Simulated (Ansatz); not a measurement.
Program: Ansatz. Geometries: PBE0-D4/def2-TZVP. ΔE: electronic, gas phase. CBS: MP2 limit from def2 TZ/QZ plus the TZ coupled-cluster correction, frozen cores. Functionals use def2-TZVPP. B3LYP here is the variant with VWN-RPA as its local correlation; programs differ in this. One conformer a species, not always the lowest.

Consider the formal exchange of groups at the Si–C bond: `[SiH3]CC=S` + `CO[Si](O)(Cl)Cl` → `O[Si]([SiH3])(Cl)Cl` + `COCC=S`.

`[SiH3]CC=S`:

Cartesian coordinates in Å:
```
Si 0.843 1.018 0.107
C 0.164 -0.713 -0.293
C -1.228 -0.808 0.175
S -2.553 -0.578 -0.718
H 0.088 2.030 -0.669
H 2.284 1.060 -0.255
H 0.693 1.286 1.561
H 0.810 -1.430 0.224
H 0.236 -0.849 -1.374
H -1.337 -1.015 1.243
```

`CO[Si](O)(Cl)Cl`:

Z-matrix (Å, degrees):
```
C
O 1 1.414
H 1 1.090 2 107.7
H 1 1.094 2 111.0 3 119.4
H 1 1.094 2 110.8 3 -119.2
Si 2 1.613 1 126.2 3 -177.9
Cl 6 2.044 2 108.9 1 56.2
O 6 1.615 2 109.9 1 178.5
Cl 6 2.028 2 111.5 1 -63.2
H 8 0.959 6 117.9 2 -58.8
```

`O[Si]([SiH3])(Cl)Cl`:

Cartesian coordinates in Å:
```
O -1.781 0.251 -0.729
Si -0.154 0.265 -0.763
Si 0.656 -0.452 1.299
Cl 0.530 -0.949 -2.274
Cl 0.525 2.157 -1.192
H -2.267 0.525 -1.510
H 2.139 -0.433 1.243
H 0.176 -1.832 1.563
H 0.177 0.468 2.362
```

`COCC=S`:

```xyz
11

C    -0.635    1.270    0.603
O    -0.675    0.628   -0.649
C     0.400   -0.247   -0.839
C     0.288   -1.502   -0.030
S     1.520   -2.384    0.500
H     0.287    1.855    0.719
H    -1.491    1.941    0.649
H    -0.698    0.555    1.433
H     1.368    0.236   -0.648
H     0.380   -0.540   -1.896
H    -0.745   -1.813    0.156
```

**Question.** Is it downhill or uphill in electronic energy at CCSD(T)/CBS, and by how much? (An estimate is asked.)

**Answer.** Computed: Uphill: ΔE = +46.7 kcal/mol.

**Question.** What do these levels give: PBE-D4, r2SCAN-D4, PBE0-D4, B3LYP-D4, B2PLYP, r2SCAN, B3LYP, CCSD/def2-TZVPP, CCSD(T)/def2-TZVPP, HF/def2-QZVPP, MP2/def2-QZVPP, MP2/CBS(def2)? (Estimate.)

**Answer.** Computed: PBE-D4 41.0, r2SCAN-D4 46.2, PBE0-D4 43.3, B3LYP-D4 45.3, B2PLYP 46.5, r2SCAN 46.1, B3LYP 44.4, CCSD/def2-TZVPP 46.6, CCSD(T)/def2-TZVPP 46.2, HF/def2-QZVPP 48.7, MP2/def2-QZVPP 50.1, MP2/CBS(def2) 50.2 kcal/mol.

Largest T1 diagnostic among the species: 0.016.

The D4 term adds +0.9 kcal/mol with B3LYP and +0.4 kcal/mol with PBE0; it sums over pairs of atoms, weighted by their polarisabilities, and B3LYP, whose exchange is more repulsive, gets the larger term. From PBE to PBE0 (25 % exact exchange), in def2-TZVPP and without D4, ΔE moves by +2.4 kcal/mol.
